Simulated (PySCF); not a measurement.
## Polarisability and C₆ of Cr (chromium, neutral)

[Ar] 3d5 4s1, high-spin 7S determinant. Calculation: PySCF 2.14, in x2c-TZVPPall with one added diffuse shell each of s, p, d, f type (7s6p5d3f1g, 80 functions); the spin-free X2C one-electron Hamiltonian (Gaussian nucleus). Coupled (time-dependent) response in atomic units; α is the mean over directions.

```csv
method,mean α (bohr³),C₆ (like pair),S(−4)
UHF,106.5,970.3,10060
PBE,69.78,576.5,3721
PBE0,74.40,624.9,4141
```

S(−4) is the Cauchy moment in α(ω) = α(0) + S(−4) ω² + …

Reference α: 83 ± 12 bohr³ (recommended; Schwerdtfeger and Nagle, table of static dipole polarizabilities (2023 update)). Published C₆: 602.0 (Chu and Dalgarno (2004); Tang, Norbeck and Certain (1976)).

Hartree-Fock lies above the reference because it lacks correlation, which contracts the outer shell.

α(iu) at PBE0:

```
u (hartree)  α(iu) (bohr³)
          0          74.40
     0.0500          65.45
      0.100          48.85
      0.200          26.42
      0.300          16.61
      0.500          8.983
      0.750          5.454
       1.00          3.814
       1.50          2.289
       2.00          1.568
       3.00         0.8788
       5.00         0.3894
```

A single London oscillator, α(iu) = α/(1 + u²/ω²), gives C₆ = (3/4) ω α². Matching the computed C₆ needs ω = 4 × 624.9 / (3 × 74.40²) = 0.151 hartree.
